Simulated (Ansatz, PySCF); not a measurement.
C₄H₄BrCl, SMILES C1(Br)CCC=1Cl. Atoms are numbered in the order given.

```xyz
10

Cl    -1.4205    -1.9859     0.0000
C      0.1227    -1.2432     0.0000
C      0.5491     0.0313     0.0000
Br    -0.3227     1.6847     0.0000
C      2.0171    -0.3394     0.0000
C      1.5180    -1.8299     0.0000
H      2.5762    -0.0400     0.9002
H      2.5762    -0.0400    -0.9002
H      1.7829    -2.4060    -0.9006
H      1.7829    -2.4060     0.9006
```

Coordinates come from a B3LYP-D3(BJ)/def2-SVP optimisation.

Two levels are set side by side: PBE-D3(BJ)/def2-SVP (Ansatz, an electronic-structure program) and B3LYP-D3(BJ)/def2-SVP (Ansatz). Each level has its own optimised geometry; the coordinates shown are those of the second. Frequencies come from the Hessian of PySCF at each geometry. Differences are taken from unrounded values.

| quantity | B3LYP-D3(BJ) |
|---|---|
| mean bond length (Å) | 1.393 |
| bond Cl1–C2 (Å) | 1.713 |
| bond C2–C3 (Å) | 1.344 |
| bond C2–C6 (Å) | 1.514 |
| bond C3–Br4 (Å) | 1.869 |
| bond C3–C5 (Å) | 1.514 |
| bond C5–C6 (Å) | 1.572 |
| bond C5–H7 (Å) | 1.101 |
| bond C5–H8 (Å) | 1.101 |
| bond C6–H9 (Å) | 1.101 |
| bond C6–H10 (Å) | 1.101 |
| highest harmonic wavenumber (cm⁻¹) | 3120 |
| mean harmonic wavenumber (cm⁻¹) | 1245 |
| zero-point energy (kcal/mol) | 42.71 |

### Question
What does PBE-D3(BJ) give, and how far is it from B3LYP-D3(BJ)? (Estimate from the structure and the level; the computed values follow.)

### Answer

| quantity | PBE-D3(BJ) | PBE-D3(BJ) minus B3LYP-D3(BJ) |
|---|---|---|
| mean bond length (Å) | 1.397 | 0.004 |
| bond Cl1–C2 (Å) | 1.712 | -0.001 |
| bond C2–C3 (Å) | 1.356 | 0.012 |
| bond C2–C6 (Å) | 1.514 | 0.001 |
| bond C3–Br4 (Å) | 1.869 | -0.001 |
| bond C3–C5 (Å) | 1.514 | 0.000 |
| bond C5–C6 (Å) | 1.571 | -0.001 |
| bond C5–H7 (Å) | 1.109 | 0.008 |
| bond C5–H8 (Å) | 1.109 | 0.008 |
| bond C6–H9 (Å) | 1.110 | 0.008 |
| bond C6–H10 (Å) | 1.110 | 0.008 |
| highest harmonic wavenumber (cm⁻¹) | 3057 | -63 |
| mean harmonic wavenumber (cm⁻¹) | 1212 | -33 |
| zero-point energy (kcal/mol) | 41.59 | -1.12 |

GGA bonds tend to be longer and softer than those of functionals with exact exchange. Differences between two approximate levels are no errors against the true value.
